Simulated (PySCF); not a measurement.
Deuteron quadrupole couplings in `C[SiH](C)P(C)CCP`

Compound: C5H16P2Si.
Geometry (GFN2-xTB, Å), atoms numbered from 1 in this order:
```
atom  x, y, z in Å
C1    -1.1411    2.1357    0.1073
Si2   -1.2380    0.2545    0.3831
C3    -2.9643   -0.3665   -0.1240
P4     0.2968   -0.7402   -0.9435
C5    -0.2669   -2.4945   -0.7776
C6     1.7293   -0.8180    0.2322
C7     2.4742    0.5076    0.1638
P8     2.4996    1.0359   -1.6238
H9    -0.2299    2.5577    0.5205
H10   -1.1638    2.3747   -0.9525
H11   -1.9784    2.6402    0.5788
H12   -1.0315   -0.0350    1.8208
H13   -3.1012   -0.2964   -1.1994
H14   -3.7408    0.2256    0.3487
H15   -3.1180   -1.4017    0.1632
H16    0.4536   -3.1422   -1.2759
H17   -0.3553   -2.7896    0.2662
H18   -1.2294   -2.6038   -1.2715
H19    2.3801   -1.6184   -0.1355
H20    1.4160   -1.0704    1.2491
H21    3.5052    0.3984    0.5132
H22    1.9858    1.2711    0.7743
H23    1.4099    1.9005   -1.5579
H24    3.3962    2.0946   -1.4184
```

Level: PBE0/pcSseg-1 (PySCF, non-relativistic); Q(2H) = 0.00286 b; rigid geometry, the same for H and D, with no vibrational averaging.

Question: Rank these positions by the coupling χzz of a deuteron there, largest first.
A. H12 (Si–H hydrogen)
B. H24 (P–H hydrogen)
C. H10 (methyl hydrogen)
D. H23 (P–H hydrogen)
E. H22 (methylene hydrogen)
F. H19 (methylene hydrogen)

Answer: C (217 kHz), E (206 kHz), F (202 kHz), D (136 kHz), B (131 kHz), A (102 kHz).

Q: What are Vzz, η and χzz (234.96 MHz × Q × Vzz) at all hydrogens?

A: 
```csv
atom,bonded to,bond length (Å),Vzz (au),η,χzz (kHz)
H9,C1,1.086,0.3270,0.01,220
H10,C1,1.087,0.3233,0.02,217
H11,C1,1.085,0.3278,0.01,220
H12,Si2,1.481,0.1524,0.01,102
H13,C3,1.086,0.3244,0.02,218
H14,C3,1.085,0.3284,0.01,221
H15,C3,1.085,0.3271,0.02,220
H16,C5,1.089,0.3144,0.01,211
H17,C5,1.088,0.3152,0.01,212
H18,C5,1.087,0.3180,0.01,214
H19,C6,1.095,0.2999,0.02,202
H20,C6,1.094,0.3043,0.02,204
H21,C7,1.094,0.3039,0.01,204
H22,C7,1.093,0.3060,0.02,206
H23,P8,1.393,0.2027,0.09,136
H24,P8,1.402,0.1945,0.08,131
```

Q: Average by the element that carries the hydrogen.

A: on C: 213 kHz over 13 positions, mean bond length 1.089 Å; on Si: 102 kHz over 1 position, mean bond length 1.481 Å; on P: 133 kHz over 2 positions, mean bond length 1.398 Å.

Q: How does χzz go with the bond length over the 13 C–H bonds?

A: A straight-line fit has a slope of -18.4 kHz for each 0.01 Å, with a correlation coefficient of -0.99, over lengths from 1.085 to 1.095 Å. The longer bonds have the smaller couplings here.

Q: A static deuteron (I = 1) shows a doublet split by (3/2)χ, (3/4)χ(1 + η) and (3/4)χ(1 − η) with the field along z, y and x of the gradient. What are these for H17?

A: With |χ| = 211.8 kHz and η = 0.005: 318, 160 and 158 kHz, to first order and without motion.

The structure is a single GFN2-xTB conformer in the gas phase; no vibrational or solvent corrections. GFN2-xTB bond lengths can be off by several hundredths of an ångström, more for odd bonds, and the gradients follow them. With so small a basis the couplings can be 20 % off.
